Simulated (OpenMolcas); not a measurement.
**d7 ions of charge +3 down a group with 6 fluoride ligands in octahedral coordination**

```json
{
  "Program": "OpenMolcas 26.06",
  "Method": "SS-CASPT2, IPEA 0.25 Eh, imaginary shift 0.1 Eh",
  "Spin-orbit coupling": "state interaction with AMFI integrals over the reference wave functions"
}
```

The d shell is active; CASPT2 correlates the ligand valence shells and the outer metal core. Anionic complexes are neutralised by point charges behind the ligands. Distances were set from a Shannon-type radius of the metal (high-spin where two are listed) plus a fixed donor radius (F 1.31 Å). Ligand basis ANO-RCC-VDZP, DKH2 Hamiltonian. States (labels of O, the rotations of Oh). Energies in cm-1 above the lowest state or level, χT in cm3 K/mol; under a threefold ground state the first gap can be a small split of the lowest multiplet, not the spin-orbit step. Spin-only χT is S(S+1) / 2 for the spin of the ground state.

```tsv
Ion	Shell	R (Å)	Metal basis	Outer charge (e at Å behind ligand)	Ground state	First state of that spin	First gap with spin-orbit (degeneracies)	χT at 300 K	First state of another spin	Spin-only χT
Ni3+	3d7	1.91	ANO-RCC-VTZP	0.5 at 3.2	4T1	4T2 12930	470 (2, 4)	3.330	2E 4050	1.875
Pd3+	4d7	2.07	ANO-RCC-VDZP	0.5 at 2.6	2E	2T1 16030	5920 (4, 2)	0.534	4T1 7220	0.375
```

The rows also differ in their metal basis and outer charges, so part of each step comes from that.

Below the highest spin of the shell: Pd3+. χT departs most from the spin-only value for Ni3+, by +1.455 cm3 K/mol.

Roots that are degenerate in the reference are averaged as groups; the widest CASPT2 spread within a group is 1600 cm-1 (the 3-fold group of multiplicity 2 near 29600 cm-1 above the lowest state of its run, Ni3+). Shifts and gaps below about the spread of the groups concerned are not significant. Over all roots computed the reference weight is 0.64 to 0.72 in Ni3+, 0.68 to 0.70 in Pd3+; the roots of lowest weight are the least certain, and an intruder state may touch them. Ligand-to-metal charge-transfer states are missing. These CASPT2 states fit no ligand-field parameters well, so their order and spin gaps are uncertain. With no ligand orbital active B as a rule stays too high, so bands that hang on it stand too high and its fall with covalency is understated. With one d shell and no ligand orbital active, 10Dq can be off by a tenth or more. An orbital triplet at a regular site is open to Jahn-Teller coupling, which can distort the site and quench the lowest spin-orbit gaps and is left out (holds for Ni3+). This shell can be high or low spin here, a state of another spin lies low, and with metal d orbitals alone active their balance is uncertain, so the ground spin may be wrong (holds for Ni3+). A single d shell leaves out the double-shell effect, which counts most for late 3d ions, where the CASPT2 field can be off either way by tens of per cent (holds for Ni3+). Free-ion shares, where given, are those of the reference states; single-state CASPT2 does not remix them (holds for Ni3+). An orbital doublet at a regular site is open to a Jahn-Teller distortion, which this geometry leaves out (holds for Pd3+). This shell can be high or low spin here, a state of another spin lies low, and with metal d orbitals alone active their balance is uncertain, so the ground spin may be wrong, although the usual error favours high spin (holds for Pd3+). The least metal-like active orbital is 82 % on the metal (Löwdin) and no ligand orbital is active, so the numbers are rough (holds for Pd3+). No measured value stands beside these numbers; the geometry was imposed, not optimised, and the real ion may take another.
